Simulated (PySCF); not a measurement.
A GIAO shielding run with PySCF (density fitting, scalar relativity only through the core potential, gas phase) on `[PH3]->[Au]([Cl])([Cl])[Cl]`, AuCl₃H₃P:

```
{"job": {"kind": "nmr", "xc": "PBE0", "basis": {"default": "pcSseg-1", "Au": "def2-TZVP"}}, "charge": 0, "multiplicity": 1}
Au    -0.062268     1.121372    -0.008664
Cl     2.249628     0.923147     0.141709
Cl    -0.019705     3.416904    -0.025695
Cl    -2.365484     1.059366    -0.148890
P      0.019168    -1.186918     0.007963
H      0.650712    -1.734638     1.144202
H      0.751169    -1.742198    -1.062616
H     -1.223231    -1.857035    -0.048009
```

Hardware: 1 thread of an x86-64 server CPU, shared host. The job also computes population analyses, field gradients.

(1) How large is the calculation?

(2) How long does it take?

(3) And these other runs on the same molecule and hardware: GIAO shielding at KT2/pcSseg-1 (def2-TZVP on Au)?

Results:

(1) 88 electrons, 151 basis functions and 921 auxiliary functions.

(2) 12 s of wall time, with 14 SCF cycles and 5 response iterations. Times on a shared host scatter by some tens of per cent.

(3) KT2/pcSseg-1 (def2-TZVP on Au): 151 functions, 16 s.
